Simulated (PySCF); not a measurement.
H2IrO2, SMILES [OH][Ir][OH] (connectivity only; charge and spin as stated), neutral, multiplicity 4.

Geometry: PBE-D3(BJ)/def2-TZVP. The spin state was assumed, not searched. The def2 effective core potentials stand for the cores of Ir; spin–orbit coupling is left out. Other conformers were not sampled.

Two levels are set side by side: PBE/def2-TZVPD (PySCF) and ωB97X/def2-TZVPD (PySCF). Same geometry, gas phase. Differences are taken from unrounded values.

| quantity | ωB97X |
|---|---|
| α-spin orbital gap (eV) | 10.69 |
| β-spin orbital gap (eV) | 7.28 |
| dipole moment (D) | 2.00 |
| mean polarisability (bohr³) | 46.5 |

What does PBE give, and how far is it from ωB97X? (An estimate is asked for; the answer gives what the named calculation found.)


```json
[
 {"quantity": "α-spin orbital gap (eV)", "PBE": "4.94", "PBE minus ωB97X": "-5.75"},
 {"quantity": "β-spin orbital gap (eV)", "PBE": "0.32", "PBE minus ωB97X": "-6.95"},
 {"quantity": "dipole moment (D)", "PBE": "1.89", "PBE minus ωB97X": "-0.11"},
 {"quantity": "mean polarisability (bohr³)", "PBE": "54.6", "PBE minus ωB97X": "8.1"}
]
```

Loosely held outer electrons make PBE densities more polarisable. Differences between two approximate levels are no errors against the true value.

Rough cost on one machine, each run with all the roots and properties that it gave: ωB97X against PBE within a factor of 2.
